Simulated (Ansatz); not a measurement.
Relaxation of BF3H2O (7 atoms, charge 0, multiplicity 1), to a largest force component of 0.03 eV/Å in at most 50 steps.

All numbers below come from RKS revPBE-D4/def2-SVP in Ansatz.

```xyz
7
Properties=species:S:1:pos:R:3:forces:R:3
B 0.044 -0.460 -0.413 0.05 -0.59 0.16
F -0.133 0.057 2.048 -0.16 0.32 0.06
F 1.158 0.258 -0.539 0.02 0.02 0.00
F -1.127 0.049 -0.819 -0.01 0.01 -0.01
O 0.149 -1.775 0.028 -0.06 0.59 -0.11
H -0.726 -2.204 0.015 0.01 0.00 0.00
H 0.276 -0.779 1.995 0.15 -0.35 -0.10
```

Question: Where does it end, and by what steps?

Answer: The forces met the threshold. After 7 steps the energy has fallen by 0.026 eV; H7 moved furthest, 0.18 Å.

```csv
step,energy less start (eV),largest force component (eV/Å),accepted
0,0.0000,0.587,yes
1,-0.0151,0.257,yes
2,-0.0089,0.916,no
3,-0.0226,0.102,yes
4,-0.0204,0.528,no
5,-0.0248,0.071,yes
6,-0.0251,0.179,yes
7,-0.0260,0.012,yes
```

```xyz
7
Properties=species:S:1:pos:R:3
B 0.047 -0.445 -0.445
F -0.086 -0.021 2.194
F 1.151 0.285 -0.569
F -1.112 0.009 -0.937
O 0.140 -1.695 0.129
H -0.721 -2.152 0.109
H 0.222 -0.836 1.834
```

The run took 17 s on 1 thread of Intel(R) Xeon(R) Platinum 8259CL CPU @ 2.50GHz (Skylake/Cascade Lake), on a shared host, peak memory 0.16 GiB.
